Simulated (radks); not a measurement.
Coulomb parameter of the 5d shell of neutral platinum in the model configuration [Xe] 4f14 5d8.5 6s1.5, as a second difference U = [E(n + 0.5) + E(n - 0.5) - 2 E(n)] / (0.5)^2 with all orbitals relaxed. "Bare": the charge of the atom changes with n. "Screened": the 6s shell takes up the change at fixed total charge, which measures U(5d,5d) + U(6s,6s) - 2 U(5d,6s). All-electron calculation, Dirac Kohn-Sham, BLYP, spin-unpolarised, spherical densities, point nucleus; open shells are shared between the two j in proportion to 2j + 1. Program: a radial shooting solver on a logarithmic mesh with Libxc functionals.

case                   configuration  E - E(n) (eV)
start          [Xe] 4f14 5d8.5 6s1.5          0.000
bare +0.5        [Xe] 4f14 5d9 6s1.5         -2.332
bare -0.5        [Xe] 4f14 5d8 6s1.5          4.725
screened +0.5      [Xe] 4f14 5d9 6s1         -0.325
screened -0.5      [Xe] 4f14 5d8 6s2          0.592

U(bare) = 9.571 eV, U(screened by 6s) = 1.067 eV. The step up makes a negative ion, whose loosely bound charge lowers the bare value.
